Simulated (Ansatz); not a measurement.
Z-matrix (Å, degrees):
```
Si
C 1 1.6941
H 2 1.0825 1 124.08
H 2 1.0840 3 116.39 1 179.99
H 1 1.4755 2 124.25 3 -179.99
S 1 2.1100 5 108.85 2 -180.00
H 6 1.3446 1 93.58 5 -179.96
```
Charge 0, spin multiplicity 1.

All values below come from frozen-core CCSD(T)/def2-TZVPP // PBE0-D3(BJ)/def2-TZVP (Ansatz, a first-principles code).

```yaml
HF energy: -726.66780 Ha
MP2 correlation energy: -0.46549 Ha
```

**Question.** Estimate the CCSD correlation energy, the (T) correction, the total energy and the T1 diagnostic.

**Answer.** 
```
Item                             Value
-----------------------  -------------
CCSD correlation energy    -0.50578 Ha
(T) correction             -0.02421 Ha
CCSD(T) total energy     -727.19778 Ha
T1 diagnostic                    0.014
```
